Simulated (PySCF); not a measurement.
Be(Et)2 (C4H10Be), SMILES [CH2](C)[Be][CH2]C.

Geometry optimised at B3LYP-D3(BJ)/def2-SVP. The isomer is the one that the SMILES or the coordinates give; other isomers of the formula were not compared. The values are those of a single conformer.

The numbers are results of PySCF with B3LYP-D3(BJ)/def2-SVP, not measurements.

Harmonic, unscaled wavenumbers; measured fundamentals usually lie a few per cent lower.

A small imaginary wavenumber (i) marks a very flat motion, where grid noise or a shallow saddle decides the sign.

Question: List the normal modes with their intensities. (Estimate from the structure and the level; the computed values follow.)

Answer: 
| mode | ν (cm⁻¹) | IR (km/mol) | Raman (Å⁴/amu) | depolarisation | moving atoms (share of kinetic energy) |
|---|---|---|---|---|---|
| 1 | 9i | 0.0 | 0.1 | 0.74 | C 49 %, H 44 % |
| 2 | 88 | 0.4 | 0.1 | 0.75 | C 44 %, H 34 %, Be 21 % |
| 3 | 120 | 0.5 | 0.1 | 0.66 | H 60 %, C 25 %, Be 16 % |
| 4 | 180 | 0.1 | 0.5 | 0.52 | C 50 %, H 48 % |
| 5 | 202 | 0.0 | 0.3 | 0.75 | H 86 %, C 14 % |
| 6 | 306 | 3.7 | 0.3 | 0.16 | H 59 %, Be 35 % |
| 7 | 452 | 19.4 | 0.6 | 0.75 | Be 43 %, H 38 %, C 19 % |
| 8 | 500 | 0.0 | 14.5 | 0.11 | C 72 %, H 28 % |
| 9 | 571 | 32.5 | 1.2 | 0.75 | H 55 %, Be 25 %, C 20 % |
| 10 | 670 | 77.0 | 0.1 | 0.65 | H 55 %, Be 23 %, C 22 % |
| 11 | 906 | 0.3 | 0.2 | 0.75 | H 93 % |
| 12 | 930 | 6.6 | 0.1 | 0.54 | H 89 %, C 9 % |
| 13 | 952 | 17.8 | 1.2 | 0.75 | H 52 %, C 40 %, Be 8 % |
| 14 | 952 | 6.7 | 1.3 | 0.22 | H 86 %, C 12 % |
| 15 | 982 | 23.6 | 0.8 | 0.75 | H 48 %, C 37 %, Be 15 % |
| 16 | 1007 | 2.9 | 15.5 | 0.33 | C 78 %, H 22 % |
| 17 | 1085 | 80.3 | 0.6 | 0.75 | H 44 %, Be 37 %, C 19 % |
| 18 | 1225 | 0.0 | 2.1 | 0.03 | H 60 %, C 40 % |
| 19 | 1237 | 0.6 | 3.0 | 0.75 | H 77 %, C 23 % |
| 20 | 1243 | 6.0 | 1.7 | 0.71 | H 78 %, C 21 % |
| 21 | 1288 | 89.3 | 0.1 | 0.75 | C 46 %, H 33 %, Be 21 % |
| 22 | 1395 | 0.1 | 6.4 | 0.75 | H 83 %, C 17 % |
| 23 | 1396 | 11.6 | 1.0 | 0.75 | H 83 %, C 16 % |
| 24 | 1414 | 7.4 | 7.1 | 0.75 | H 92 %, C 8 % |
| 25 | 1415 | 0.1 | 21.0 | 0.74 | H 92 %, C 8 % |
| 26 | 1474 | 0.3 | 23.8 | 0.74 | H 96 % |
| 27 | 1474 | 7.9 | 6.1 | 0.75 | H 96 % |
| 28 | 1486 | 0.9 | 32.7 | 0.75 | H 97 % |
| 29 | 1486 | 7.5 | 6.8 | 0.75 | H 97 % |
| 30 | 2976 | 38.1 | 6.9 | 0.75 | H 95 % |
| 31 | 2977 | 3.7 | 196.4 | 0.14 | H 95 % |
| 32 | 3009 | 86.4 | 2.7 | 0.75 | H 97 % |
| 33 | 3010 | 4.6 | 301.2 | 0.01 | H 97 % |
| 34 | 3011 | 29.5 | 64.6 | 0.75 | H 91 %, C 9 % |
| 35 | 3011 | 5.6 | 147.6 | 0.75 | H 91 %, C 9 % |
| 36 | 3077 | 1.4 | 207.1 | 0.71 | H 91 %, C 9 % |
| 37 | 3077 | 68.9 | 1.6 | 0.75 | H 91 %, C 9 % |
| 38 | 3087 | 7.7 | 63.5 | 0.75 | H 91 %, C 9 % |
| 39 | 3087 | 66.1 | 37.4 | 0.75 | H 91 %, C 9 % |
